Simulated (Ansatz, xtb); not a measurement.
# Ranking isomers of C4H4F3N

3 gas-phase structures of C4H4F3N, from a drawn sample of its isomers (lower ones may exist). Each was relaxed with GFN2-xTB; where two conformers were screened, the lower at r2SCAN-D4/def2-SVP is listed:

A. `C#C[C@@H](N)C(F)(F)F`, a singlet
B. `NCC#CC(F)(F)F`, a singlet
C. `NC#CCC(F)(F)F`, a singlet

Task: Make a reasoned guess at their ranking by r2SCAN-D4/def2-SVP single-point energy.

Result: Calculated order at r2SCAN-D4/def2-SVP: C (0.0), A (8.2), B (10.7) kcal/mol.

Energies above the lowest of each column, in kcal/mol; the last columns are at B3LYP-D3(BJ)/def2-SVP geometries:

```tsv
structure	GFN2-xTB	HF/STO-3G	r2SCAN-D4/def2-SVP	B3LYP-D3(BJ)/def2-SVP	CCSD(T)/def2-SVP + ΔMP2/def2-TZVPP
C	0.0	0.0	0.0	0.0	0.0
A	12.1	6.1	8.2	7.8	3.0
B	11.3	4.5	10.7	10.4	7.4
```

Every level run on C puts it lowest or level with the lowest. Flexible structures stand in one conformer each, not always the lowest. ΔMP2 is the change of the MP2 energy from the smaller to the larger basis.

Programs: Ansatz 0.2.0, xtb 6.7.1.
